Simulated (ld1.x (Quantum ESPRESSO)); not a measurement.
What one change does to a pseudopotential (Zn, RRKJ)

ld1.x (Quantum ESPRESSO) 7.5 input, shortened:

```
&input
   title='Zn', zed=30., rel=1, dft='BP', iswitch=3,
   config='[Ar] 3d10 4s2 4p0'
 /
 &inputp
   pseudotype=2, tm=.false., rho0=0.005, lloc=0,
   nlcc=.false.
 /
3
4P  2  1   0.00   0.00  2.75  2.75  0.0
3D  3  2  10.00   0.00  0.75  0.75  0.0
4S  1  0   2.00   0.00  2.25  2.25  0.0
 &test
   configts(1)='3d10 4s2 4p0'
 /
```

Change: type TM semilocal; local potential the d channel; rho0 0.

Cutoffs: the cutoffs (Ry, on a coarse ladder) from which the occupation-weighted sum of valence levels, in a spherical-Bessel basis at the reference potential, stays within 10 and 1 mRy of its value at 400 Ry; they do not see the model core or the augmentation charge, which bear on the density cutoff. Errors are all-electron minus pseudo energies relative to the spin-unpolarised reference configuration.

Question: What does the change do?

Answer: Of the 7 tests that both files solve, the error grows in 0 and shrinks in 5 by more than 15 % and 0.3 meV (median size 37.1 → 17.6 meV); the range in which the p phases agree narrows (upper end at the end of the scan → 2.4); the range in which the d phases agree widens (upper end 0.6 → at the end of the scan); neither file shows a bound ghost. A semilocal file is local in each channel, so a ghost entry of none says nothing of the separable form that plane-wave codes build from it. Several settings change at once here, so the effects cannot be laid on one of them.

| quantity | base | changed |
| --- | --- | --- |
| cutoffs, loose and tight | 300 Ry, over 300 Ry | not determined |
| bound ghosts | none | none |
| error for 3d10 4s1 4p0, meV [ΔE 10.09 eV] | -5.5 | -4.9 |
| error for 3d10 4s0 4p0, meV [ΔE 28.61 eV] | -37 | -35 |
| error for 3d9 4s0 4p0, meV [ΔE 69.22 eV] | -386 | -18 |
| error for 3d8 4s0 4p0, meV [ΔE 131.09 eV] | -2150 | -406 |
| error for 3d10 4s0 4p1, meV [ΔE 16.46 eV] | -17 | -2.8 |
| error for 3d10 4s0 4p2, meV [ΔE 10.63 eV] | -12 | +0.2 |
| error for 3d9 4s2 4p1, meV [ΔE 12.26 eV] | -452 | -118 |
| s: phases at 2.98 bohr within 0.05 rad from the reference energy up to (Ry; the scan ends near 5) | 1.7 | 1.7 |
| p: phases at 2.98 bohr within 0.05 rad from the reference energy up to (Ry; the scan ends near 5) | to the end of the scan | 2.4 |
| d: phases at 2.98 bohr within 0.05 rad from the reference energy up to (Ry; the scan ends near 5) | 0.6 | to the end of the scan |
